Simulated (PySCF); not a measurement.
**Two-dimensional NMR puzzle**

Compound of formula C₅H₄F₂O₂. Correlations simulated from computed shifts and the bond graph:

HSQC (one-bond C–H):
```
  δH     δC
7.55  151.2
6.83  151.2
3.76   34.6
```

COSY cross peaks (H two or three bonds apart, from the bond graph; peaks can be absent where the dihedral angle is near 90°):
```
  δH    δH
7.55  6.83
```

HMBC (two and three bonds, from the bond graph):
```
  δH                          δC
7.55          165.7, 134.0, 34.6
6.83          165.7, 134.0, 34.6
3.76  171.5, 165.7, 151.2, 134.0
```

Carbons without hydrogens: δ 171.5, 165.7, 134.0.

- coordinates at the GFN2-xTB level
- NMR shieldings at PBE0/pcSseg-1/GIAO
- code: PySCF 2.14
- single conformer, rapidly exchanging positions averaged, non-relativistic, in vacuum

Chemical shifts δ = σref − σ; $^{1}$H (31.72 ppm), $^{13}$C (186.93 ppm) against TMS, all at this level.

Exchangeable hydrogens are left out of these lists.

Q: Work out the connectivity.

A: `C=C(CC(=O)F)C(=O)F`.

Atoms are numbered as in `[CH2:1]=[C:2]([CH2:3][C:4](=[O:5])[F:6])[C:7](=[O:8])[F:9]`. Hydrogens are named by the atom that carries them. Ha(C1) is cis to C3; Hb(C1) is trans to C3.

1. δC 171.5 is C4, a carbonyl carbon.
2. δC 165.7 is C7, a carbonyl carbon.
3. δC 151.2 is C1, a β carbon of a C=C–C=O unit (δH 6.83, 7.55).
4. δC 134.0 is C2, an α carbon of a C=C–C=O unit.
5. δC 34.6 is C3, an sp3 CH2 α to a carbonyl (δH 3.76).
6. HMBC from δH 7.55 reaches the proton-free carbons C7, C2.
7. HMBC from δH 6.83 reaches the proton-free carbons C7, C2.
8. HMBC from δH 3.76 reaches the proton-free carbons C4, C7, C2.
9. COSY links 7.55–6.83.

The shifts were computed for this structure.

Shifts are as computed. Against solution values, carbons near 30 ppm lie about +3 ppm off and those near 130 ppm about +5 ppm. Of 1211 compounds with measured shifts, 218 miss one by over three times the rms of a fit or turn the order of signals round; such compounds aren't used in these exercises.
